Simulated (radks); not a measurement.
Results of a calculation; reference values are marked as such.
Initial-state core-level shifts of the samarium ion Sm+ when its valence configuration changes from [Xe] 4f6 6s1. Level of theory: Dirac Kohn-Sham, LDA (Slater exchange, Perdew-Wang correlation), spin-unpolarised, spherical densities, finite nucleus; open shells fill j = l - 1/2 first; Fermi nuclear charge, rms radius 5.0819 fm (a radial shooting solver on a logarithmic mesh with Libxc functionals). Shifts are changes of the shell-averaged eigenvalues in eV (positive: less bound); the change of the density at the nucleus, which sets a Mossbauer isomer shift, is in e/bohr^3, on a base of 5.31e+05.

valence           2s       3d       4p       5p  density at nucleus
4f5 6s1 6p1  -10.258  -11.001  -10.461   -5.947              +36.38
4f7           +6.044   +6.497   +6.363   +3.769              -44.10
4f6 6p1       -1.044   -1.032   -1.042   -1.052              -26.88
4f4 5d2 6s1  -14.786  -16.608  -15.178   -5.593              +61.21
4f5 5d1 6p1   -7.817   -8.611   -8.082   -3.786               -1.77
4f6.5 6s0.5   +3.512   +3.778   +3.677   +2.129              -24.73
4f5 5d1 6s1   -6.789   -7.584   -7.050   -2.780              +27.69
4f4 6s1 6p2  -22.349  -24.070  -22.551  -12.149              +82.78
4f5 6s2       -9.227   -9.973   -9.430   -4.959              +67.37
